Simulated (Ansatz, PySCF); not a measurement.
Species: GeI, charge 0, multiplicity 2. 
Structure (B3LYP-D3(BJ)/def2-TZVP (Ansatz, an electronic-structure program) minimum search):
```
Ge
I 1 2.5553
```
Charge 0, spin multiplicity 2.

Dipole moments at this geometry, in debye (magnitudes).

| level | program | dipole (D) |
|---|---|---|
| TPSS/def2-TZVPD | PySCF | 1.20 |
| r2SCAN/def2-TZVPD | Ansatz | 1.19 |
| CAM-B3LYP/def2-TZVPD | PySCF | 1.61 |
| LC-wPBE/def2-TZVPD | Ansatz | 1.71 |
| wB97X-V/def2-TZVPD | Ansatz | 1.64 |
| CCSD(T)/def2-SVPD | Ansatz | 1.31 |
